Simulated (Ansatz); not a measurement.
Breaking the Be1–H2 bond in C2H6Be (SMILES [BeH][CH2]C) (multiplicity 1 held, fragments rigid). Energies count from the point at 1.332 Å.
Geometry at that point (charge 0, multiplicity 1):
```xyz
9

Be    -1.445    -0.339     0.770
H     -2.689    -0.196     1.224
C      0.126    -0.523     0.198
C      0.701     0.658    -0.611
H      0.170    -1.435    -0.413
H      0.785    -0.731     1.052
H      0.725     1.577    -0.021
H      0.103     0.866    -1.501
H      1.723     0.465    -0.948
```

U- levels take the lowest unrestricted solution at each point, which mixes spins at long bonds. Active spaces are followed from a long bond inwards. Curves can end on different states.

Cores are frozen in the correlated methods.

Run with Ansatz (a quantum-chemistry and plane-wave program). Values without a source in brackets are computed.

Problem. Give the energy at R = 4.263 Å at the level U-CCSD/aug-cc-pVDZ.

Solution. 4.02 eV

Doubts at one or more of the structures used: a spin-contaminated determinant (U-CCSD/aug-cc-pVDZ).
